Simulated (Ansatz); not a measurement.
Consider the formal exchange of groups at the Se–Si bond: `O[Si](O)(F)[SeH]` + `N=C(N)Cl` → `N=C(Cl)[SeH]` + `N[Si](O)(O)F`.

Program: Ansatz. Geometries: PBE0-D4/def2-TZVP. ΔE: electronic, gas phase. CCSD(T)/CBS adds triple-zeta CCSD(T) − MP2 to the extrapolated MP2 energy (def2 sets, frozen cores). Functionals use def2-TZVPP. HSE06 is defined as in plane-wave codes. For Se outer-core shells are correlated without core-valence functions, which leaves a few kJ/mol of doubt a bond. Scalar relativity is left out up to krypton. Each species was taken in one conformer, which may not be the lowest.

**Question.** Is it downhill or uphill in electronic energy at CCSD(T)/CBS, and by how much? (Best estimate.)

**Answer.** The calculation gave: Uphill: ΔE = +0.20 eV.

**Question.** What do these levels give: LDA (SPW92), PBE0-D4, HSE06-D4, BHLYP-D4, ωB97X-V, B2PLYP, PBE, r2SCAN0, RPA@PBE/def2-TZVPP, SCS-MP2/def2-TZVPP, HF/def2-QZVPP, SCS-MP2/def2-QZVPP? (An estimate is asked.)

**Answer.** Computed: LDA (SPW92) 0.42, PBE0-D4 0.37, HSE06-D4 0.37, BHLYP-D4 0.28, ωB97X-V 0.31, B2PLYP 0.23, PBE 0.36, r2SCAN0 0.34, RPA@PBE/def2-TZVPP 0.14, SCS-MP2/def2-TZVPP 0.15, HF/def2-QZVPP 0.27, SCS-MP2/def2-QZVPP 0.16 eV.

Largest T1 diagnostic among the species: 0.013.

At CCSD(T), def2-SVP lies +0.19 eV from the extrapolated value and def2-TZVPP −0.03 eV. Leaving LDA and LC-ωPBE aside and taking each functional with its dispersion term where it has one, the values spread over 0.14 eV, from B2PLYP to PBE0-D4. LDA lies +0.06 eV from PBE without D4. In def2-TZVPP, CCSD(T) changes the Hartree–Fock value by −0.12 eV (the triples alone add −0.01 eV) and MP2 by −0.11 eV.
